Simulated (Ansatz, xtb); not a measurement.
Stretching the Se1–H2 bond in hydrogen selenide (SMILES [SeH2]) (multiplicity 1 held, fragments rigid). Energies count from the point at 1.470 Å.
Geometry at that point (charge 0, multiplicity 1):
```xyz
3

Se     0.000     0.057     0.002
H     -1.053    -0.969    -0.038
H      1.050    -0.971    -0.046
```

Restricted levels (R-, RO-) in cc, def2 and unpolarised 6-31G sets keep to the state of the molecule at rest. Active spaces are followed from a long bond inwards. Full CI gives the lowest state of the spin. Curves can end on different states.

Cores are frozen in the correlated methods. Filled d and f shells under p-block atoms count as core.

Run with Ansatz (a quantum-chemistry and plane-wave program) with Gaussian orbitals; xtb for the GFN methods. Each number belongs to the level named beside it. The GFN methods have no spin term and hold the electronic entropy of 300 K.

Energies in kcal/mol.

| R (Å) | GFN2-xTB | R-MP2/6-31G | R-CCSD/6-31G | FIC-MRCISD on CASSCF(4,3)/6-31G | FCI/6-31G |
|---|---|---|---|---|---|
| 1.176 | 25.1 | 38.7 | 39.9 | 39.9 | 39.9 |
| 1.323 | 3.0 | 8.1 | 8.8 | 8.9 | 8.9 |
| 1.470 | 0.0 | 0.0 | 0.0 | 0.0 | 0.0 |
| 1.617 | 4.0 | 3.2 | 2.2 | 2.1 | 2.1 |
| 1.765 | 10.9 | 11.6 | 9.4 | 9.3 | 9.3 |
| 1.985 | 23.2 | 27.9 | 23.2 | 22.8 | 22.8 |
| 2.206 | 36.3 | 44.6 | 36.4 | 35.8 | 35.9 |
| 2.573 | 55.7 | 68.5 | 53.2 | 51.9 | 52.0 |
| 2.941 | 69.5 | 85.3 | 62.5 | 60.6 | 60.7 |
| 3.382 | 78.8 | 95.9 | 67.1 | 64.7 | 64.9 |
| 3.970 | 83.3 | 96.2 | 68.8 | 66.2 | 66.4 |
| 4.705 | 84.1 | 82.0 | 69.2 | 66.5 | 66.7 |

Doubts at one or more of the structures used: a restricted determinant that unrestricted orbitals would lower (R-MP2/6-31G, R-CCSD/6-31G); other coupled-cluster roots lie near (R-CCSD/6-31G); active orbitals that take no part (FIC-MRCISD on CASSCF(4,3)/6-31G).
